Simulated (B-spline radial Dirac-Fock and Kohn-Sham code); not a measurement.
These are calculated numbers from a B-spline atomic structure program; the model is multi-electron Dirac-Fock with separately optimised hole states, Breit and Lamb-shift corrections added in first order. Electron correlation is not included.

Q: An atom or ion in its tabulated ground configuration has these computed binding energies (the last is its least bound level). Which is it?

```
level  binding energy (eV)
   1s               8677.5
   2s               1359.0
2p1/2               1218.4
   3s                401.0
   3p                352.5
```

A: Ni¹¹⁺: Z = 28 with 17 electrons, [Ne] 3s2 3p5. The hydrogen-like estimate √(E/Ry) = 25.3 for the K level lies 2.7 below Z; the outermost level, at 352.5 eV, fixes the charge.

Q: An atom or ion in its tabulated ground configuration has these computed binding energies (the last is its least bound level). Which is it?

```
level  binding energy (eV)
   1s              87990.0
   2s              17796.2
2p1/2              17147.7
   3s               6045.4
3d5/2               4731.0
   4s               2852.3
   4p               2624.4
```

A: Tl⁴⁷⁺: Z = 81 with 34 electrons, [Ar] 3d10 4s2 4p4. The hydrogen-like estimate √(E/Ry) = 80.4 for the K level lies 0.6 below Z (screening lowers it, relativity raises it); the outermost level, at 2624.4 eV, fixes the charge.
